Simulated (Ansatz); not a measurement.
Program: Ansatz. Geometries: PBE0-D4/def2-TZVP. ΔE: electronic, gas phase. CCSD(T)/CBS is the MP2 limit (def2-TZVPP, def2-QZVPP) plus CCSD(T) − MP2 in def2-TZVPP, frozen cores. DFT in def2-TZVPP. B3LYP here is the variant with VWN-RPA as its local correlation; programs differ in this. For Br outer-core shells are correlated without core-valence functions, which leaves a few kJ/mol of doubt a bond. Scalar relativity is left out up to krypton. Each species was taken in one conformer, which may not be the lowest.

Reaction (ligand exchange at the Si–N bond): `CN[SiH3]` + `CO[SiH](O)Br` → `CO[SiH](Br)O[SiH3]` + CH₃NH₂

```json
{"level": "PBE-D4", "ΔE (kcal/mol)": "-11.9", "difference from CCSD(T)/CBS": "2.5"}
{"level": "r2SCAN-D4", "ΔE (kcal/mol)": "-13.6", "difference from CCSD(T)/CBS": "0.8"}
{"level": "PBE0-D4", "ΔE (kcal/mol)": "-12.9", "difference from CCSD(T)/CBS": "1.5"}
{"level": "B3LYP-D4", "ΔE (kcal/mol)": "-14.5", "difference from CCSD(T)/CBS": "-0.1"}
{"level": "ωB97X-V", "ΔE (kcal/mol)": "-13.8", "difference from CCSD(T)/CBS": "0.6"}
{"level": "ωB97M-V", "ΔE (kcal/mol)": "-13.6", "difference from CCSD(T)/CBS": "0.8"}
{"level": "B2PLYP", "ΔE (kcal/mol)": "-14.2", "difference from CCSD(T)/CBS": "0.2"}
{"level": "PBE", "ΔE (kcal/mol)": "-11.5", "difference from CCSD(T)/CBS": "2.9"}
{"level": "r2SCAN", "ΔE (kcal/mol)": "-13.4", "difference from CCSD(T)/CBS": "1.0"}
{"level": "PBE0", "ΔE (kcal/mol)": "-12.4", "difference from CCSD(T)/CBS": "2.0"}
{"level": "B3LYP", "ΔE (kcal/mol)": "-13.8", "difference from CCSD(T)/CBS": "0.6"}
{"level": "HF/def2-TZVPP", "ΔE (kcal/mol)": "-16.9", "difference from CCSD(T)/CBS": "-2.5"}
{"level": "MP2/def2-TZVPP", "ΔE (kcal/mol)": "-14.1", "difference from CCSD(T)/CBS": "0.3"}
{"level": "SCS-MP2/def2-TZVPP", "ΔE (kcal/mol)": "-14.8", "difference from CCSD(T)/CBS": "-0.4"}
{"level": "CCSD/def2-TZVPP", "ΔE (kcal/mol)": "-14.7", "difference from CCSD(T)/CBS": "-0.3"}
{"level": "CCSD(T)/def2-TZVPP", "ΔE (kcal/mol)": "-14.4", "difference from CCSD(T)/CBS": "0.0"}
{"level": "HF/def2-QZVPP", "ΔE (kcal/mol)": "-17.3", "difference from CCSD(T)/CBS": "-2.9"}
{"level": "MP2/def2-QZVPP", "ΔE (kcal/mol)": "-14.3", "difference from CCSD(T)/CBS": "0.1"}
{"level": "SCS-MP2/def2-QZVPP", "ΔE (kcal/mol)": "-15.0", "difference from CCSD(T)/CBS": "-0.6"}
{"level": "HF/CBS(def2)", "ΔE (kcal/mol)": "-17.4", "difference from CCSD(T)/CBS": "-3.0"}
{"level": "MP2/CBS(def2)", "ΔE (kcal/mol)": "-14.2", "difference from CCSD(T)/CBS": "0.2"}
{"level": "CCSD/CBS(def2)", "ΔE (kcal/mol)": "-14.8", "difference from CCSD(T)/CBS": "-0.4"}
{"level": "CCSD(T)/CBS", "ΔE (kcal/mol)": "-14.4", "difference from CCSD(T)/CBS": "0"}
```

Largest T1 diagnostic among the species: 0.010.

In def2-TZVPP, CCSD(T) changes the Hartree–Fock value by +2.6 kcal/mol (the triples alone add +0.4 kcal/mol) and MP2 by +2.8 kcal/mol. From PBE to PBE0 (25 % exact exchange), in def2-TZVPP and without D4, ΔE moves by −0.9 kcal/mol.
